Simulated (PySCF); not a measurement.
**Si²⁺: ionisation energy**

Si²⁺ [Ne] 3s2 (1S) → Si³⁺ [Ne] 3s1 (2S), as a difference of total energies. All numbers are calculated (PySCF 2.14, scalar relativity by spin-free X2C-1e, in aug-cc-pCVTZ-DK with one added diffuse shell each of s, p, d, f type (9s8p6d4f, 91 functions)). Correlated levels: nothing frozen. The calculations carry no spin-orbit coupling.

Q: Order these methods by the ionisation energy they give, lowest first.
A. CCSD (all electrons)
B. CCSD(T) (all electrons)
C. SCS-MP2 (all electrons)
D. UHF

A: D (32.021 eV), C (33.259 eV), A (33.363 eV), B (33.405 eV).

Errors of the correlated levels include the incompleteness of this basis.

For comparison: 33.493 eV (measured; NIST Atomic Spectra Database, ionization energies).
